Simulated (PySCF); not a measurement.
formate (CHO₂), SMILES O=C[O-], charge -1.

Geometry optimised at r2SCAN-D4/def2-TZVPD.

All values below come from CAM-B3LYP/def2-TZVPD (PySCF).

Symmetry labels are those of the subgroup C2v that the program uses (full group C2v).

Problem. List the valence orbital energies around the gap with their symmetry. (An estimate is asked for; the answer gives what the named calculation found.)

Solution. 
```
orbital  symmetry  energy (eV)
-------  --------  -----------
HOMO−7         B2       -22.16
HOMO−6         A1       -11.18
HOMO−5         A1        -8.34
HOMO−4         B2        -7.38
HOMO−3         B1        -7.01
HOMO−2         A2        -3.15
HOMO−1         B2        -2.93
HOMO           A1        -2.70
LUMO           A1         5.05
LUMO+1         B2         5.76
LUMO+2         A1         5.91
LUMO+3         B1         6.39
```
